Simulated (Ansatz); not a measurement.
A structure relaxed at PBE-D4/def2-SVPD in Ansatz, charge -1, doublet:

```tsv
atom	x (Å)	y (Å)	z (Å)
Ga1	0.090	-0.820	-0.073
Ga2	2.036	-2.258	-2.721
Ga3	-1.372	-0.142	1.966
N4	-0.867	2.955	1.017
N5	-0.927	1.825	1.186
N6	1.040	-1.560	-1.375
```

(1) Give its formula and point group.

(2) Summarise the bond lengths by kind (pairs closer than 1.2 times the sum of covalent radii, bridged metal pairs left out).

Answers

(1) Ga3N3⁻ (the lowest doublet isomer of a short search). Point group Cs (tolerance 0.1 Å).

(2) 3 × Ga–N 1.77 to 2.16 Å; 1 × N–N 1.14 Å; 1 × Ga–Ga 2.60 Å.

The highest occupied level of the charge -1 doublet lies above zero (up to 0.14 eV). It is a level of α spin, whose loss leaves a singlet; that state wasn't run at this geometry and level. The electron is either unbound and held by the finite basis, or the level is raised by self-interaction error. The relaxation made no stability test and no search for a lower SCF solution. The structure comes from a short search, and lower isomers may exist.
